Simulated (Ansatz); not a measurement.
Reaction (formal exchange of groups at the Si–P bond): `N#C[SiH2]P` + CH₄ → `C[SiH2]C#N` + PH₃

Calculated with Ansatz (gas phase, PBE0-D4/def2-TZVP geometries, no zero-point term in ΔE). CCSD(T)/CBS is the MP2 limit (def2-TZVPP, def2-QZVPP) plus CCSD(T) − MP2 in def2-TZVPP, frozen cores. This one scheme is used for every species. Functionals use def2-TZVPP. B3LYP here is the variant with VWN-RPA as its local correlation; programs differ in this. HSE06 is defined as in plane-wave codes. One conformer a species, not always the lowest.

`N#C[SiH2]P`:

```xyz
8

N     2.638    0.762    1.042
C     1.572    0.730    0.607
Si   -0.137    0.626   -0.094
P    -0.929   -1.411    0.426
H    -0.013    0.915   -1.542
H    -0.944    1.671    0.575
H    -0.142   -2.047   -0.572
H    -2.045   -1.246   -0.442
```

CH₄:

Z-matrix (Å, degrees):
```
C
H 1 1.090
H 1 1.090 2 109.5
H 1 1.090 2 109.5 3 -120.0
H 1 1.090 2 109.5 3 120.0
```

`C[SiH2]C#N`:

Cartesian coordinates in Å:
```
C -0.869 -0.911 0.015
Si 0.240 0.476 -0.531
C 1.312 0.983 0.896
N 1.967 1.281 1.795
H -1.506 -0.594 0.843
H -0.280 -1.770 0.342
H -1.510 -1.228 -0.811
H -0.515 1.688 -0.930
H 1.163 0.075 -1.618
```

PH₃:

```xyz
4

P     0.267    0.504   -0.108
H     0.112   -0.025    1.200
H     0.709   -0.735   -0.640
H    -1.088    0.257   -0.452
```

Task: Is it downhill or uphill in electronic energy at CCSD(T)/CBS, and by how much? (Estimate.)

Result: The calculation gave: Uphill: ΔE = +19.9 kJ/mol.

Task: What do these levels give: LDA (SPW92), B3LYP-D4, r2SCAN0-D4, PBE, revPBE, r2SCAN, HSE06, CAM-B3LYP, RPA@PBE/def2-TZVPP, SCS-MP2/def2-TZVPP, CCSD(T)/def2-TZVPP, HF/CBS(def2)? (Estimate.)

Result: The calculation gave: LDA (SPW92) 22.8, B3LYP-D4 21.3, r2SCAN0-D4 21.9, PBE 26.3, revPBE 26.9, r2SCAN 23.1, HSE06 23.7, CAM-B3LYP 14.2, RPA@PBE/def2-TZVPP 15.0, SCS-MP2/def2-TZVPP 16.3, CCSD(T)/def2-TZVPP 17.7, HF/CBS(def2) 9.4 kJ/mol.

Largest T1 diagnostic among the species: 0.014.

Leaving LDA and LC-ωPBE aside and taking each functional with its dispersion term where it has one, the values, not all of them listed here, spread over 12.6 kJ/mol, from CAM-B3LYP-D4 to revPBE-D4. LDA lies −3.5 kJ/mol from PBE without D4. In def2-TZVPP, CCSD(T) changes the Hartree–Fock value by +7.7 kJ/mol (the triples alone add +2.2 kJ/mol) and MP2 by +9.3 kJ/mol. From BLYP to BHLYP (50 % exact exchange), in def2-TZVPP and without D4, ΔE moves by −5.3 kJ/mol.
